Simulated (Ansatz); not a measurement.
Be3Se2, relaxed as a quintet with UKS r2SCAN-D4/def2-SVP in Ansatz, starting from the r2SCAN-D4/def2-SVP geometry of the neutral singlet. Force threshold 0.02 eV/Å.

At r2SCAN-D4/def2-SVP a singlet of charge 0 lies 4.44 eV below the quintet, each at its own geometry. The structure comes from a short search, and lower isomers may exist.

Start:

```xyz
5

Be    0.3726   -0.7453   -0.3579
Be   -1.0029    1.0575   -0.4277
Be    0.0886    0.7712    1.3059
Se   -0.8166   -0.2565   -1.9869
Se    1.3583   -0.8271    1.4666
```

Task: Estimate the energy that the relaxation releases and the steps that it takes.

Result: 7.9 kcal/mol, in 13 steps; 74 s on 4 threads of Arm Neoverse V1 on a shared host. The force fell under the threshold at step 4, but the optimiser went on and released 0.139 eV more. No frequencies were taken in this run, so the end may be a saddle point.

Task: Does the start keep its bonding and symmetry?

Result: By distances, no bond broke or formed. The bond that changes most is Be2–Be3, from 2.07 to 2.32 Å (atoms count from 1). Point group C2v at the start, C2 at the end, both within 0.05 Å.

Task: Predict the relaxed structure.

Result: 
```
atom   x (Å)   y (Å)   z (Å)
 Be1   0.327  -0.654  -0.314
 Be2  -0.791   1.303  -0.601
 Be3  -0.161   0.601   1.515
 Se4  -0.883  -0.427  -1.959
 Se5   1.509  -0.824   1.359
```
Bond lengths (bridged metal pairs left out): 4 × Be–Se 2.06 to 2.20 Å.
